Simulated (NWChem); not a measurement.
Species: SiH4S2; SMILES S[SiH2]S

```xyz
7

Si     0.0000     0.0000    -0.7744
S      1.8254     0.0291     0.3747
S     -1.8254    -0.0291     0.3747
H      0.1171     1.2190    -1.6093
H     -0.1171    -1.2190    -1.6093
H      1.6146    -1.1311     1.0349
H     -1.6146     1.1311     1.0349
```
Atoms are numbered in this order, from 1.

Program: NWChem. The geometry was optimised at B3LYP/6-31G* (spherical d). Ions are spin-unrestricted doublets at the neutral geometry; other ion states weren't tried.

```tsv
level	vertical ionisation energy, ΔSCF (eV)	−ε(HOMO) (eV)	ΔSCF minus −ε(HOMO) (eV)
B3LYP/def2-TZVP	…	…	…
PBE/def2-TZVP	9.16	6.27	2.89
LDA (Slater exchange, VWN5)/def2-TZVP	9.31	6.38	2.93
M06-2X/def2-TZVP	9.75	8.60	1.15
```

Q: Fill in the missing entries.

A: 
- B3LYP/def2-TZVP, vertical ionisation energy, ΔSCF (eV): 9.42
- B3LYP/def2-TZVP, −ε(HOMO) (eV): 7.22
- B3LYP/def2-TZVP, ΔSCF minus −ε(HOMO) (eV): 2.20
